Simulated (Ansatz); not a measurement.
Coupled-cluster diagnostics for Al₄Au⁺, Ansatz.

Geometry of the singlet (PBE-D4/def2-SVP):

Cartesian coordinates in Å:
```
Au 0.1242 -1.9729 -0.7968
Al 1.3909 0.3025 -0.7339
Al -0.1364 2.1828 0.8801
Al -0.0022 -0.6697 1.4560
Al -1.3765 0.1573 -0.8054
```

In the def2 sets Au takes a core potential; there is no spin–orbit coupling. Correlated methods freeze 20 core orbitals; core or outer-core shells of Au are correlated, in sets that lack core-valence functions. Another isomer (singlet) lies 0.55 eV lower at PBE0-D4/def2-TZVP; other spin states weren't run for this one.

**Question.** Estimate the CCSD(T) correlation energy, the shares of MP2 and (T), T1 and the reference's ⟨S²⟩ for: charge 1, singlet, own geometry in def2-TZVPP; and the rough time on 4 threads of AMD EPYC 7B13 on a shared host.

**Answer.** 
| state | basis | correlation (eV) | MP2 share (%) | (T) share (%) | T1 | ⟨S²⟩ (pure) | wall time | remarks |
| --- | --- | --- | --- | --- | --- | --- | --- | --- |
| charge 1, singlet, own geometry | def2-TZVPP | -25.738 | 98.0 | 6.2 | 0.031 | 0.00 (0.00) | 70 s | restricted SCF unstable |
Customary marks for T1 are 0.02 (closed shells), 0.045 (open shells) and about 0.05 (3d metals). T1 exceeds 0.02 in 1 of 1 rows and 0.045 in 0; the higher it lies, the less the single-reference result can be trusted.
